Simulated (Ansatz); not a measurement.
Ideal-gas functions of CH4Cl2SSi, SMILES `C[Si](S)(Cl)Cl` at 400 K and 1 bar, from an Ansatz frequency run at PBE0-D4/def2-TZVP.

Molar mass 147.1 g/mol, point group C1 (symmetry number 1), electronic degeneracy 1, moments of inertia 287.39, 301.007, 395.671 u Å². Harmonic wavenumbers (cm⁻¹, unscaled): 124, 146, 172, 203, 208, 214, 222, 438, 564, 569, 725, 769, 809, 818, 1279, 1439, 1440, 2700, 3057, 3147, 3154.

Use S(trans) = R[1.5 ln M + 2.5 ln T − 1.1517]; rotational temperatures θ = 24.2544 K / I; S(rot) = R[ln(√π/σ · √(T³/θAθBθC)) + 1.5]; for each mode x = 1.438777 ν̃/T, S = R[x/(eˣ − 1) − ln(1 − e⁻ˣ)] and H = RT x/(eˣ − 1); 1 cm⁻¹ = 0.0119627 kJ/mol; R = 8.31446 J/(mol·K).

Task: By hand: the entropy, in J/(mol·K).

Result: Translation 177.2. Rotation: θ = 0.0844, 0.0806, 0.0613 K, giving 124.3. Vibration, mode by mode: 15.10, 13.76, 12.44, 11.11, 10.92, 10.69, 10.40, 5.34, 3.73, 3.67, 2.36, 2.08, 1.86, 1.81, 0.47, 0.29, 0.29, 0.01, 0.00, 0.00, 0.00, in all 106.4. Electronic 0.0. Sum 407.9 J/(mol·K).

Task: By hand: H − E and G − E in kJ/mol, counted from the electronic energy.

Result: Zero-point energy ½ × 22197 × 0.0119627 = 132.8; thermal vibration 22.6; translation, rotation and pV give 4 RT = 13.3. H − E = 168.7 kJ/mol, and G − E = 168.7 − 400 × 407.9/1000 = 5.5 kJ/mol.

Vibration gives 26 % of the entropy, 28.9 J/(mol·K) of it from the modes under 150 cm⁻¹: soft modes count most, and the harmonic formula is weakest for them. The sum counts one conformer and one mirror image; others add a mixing term.
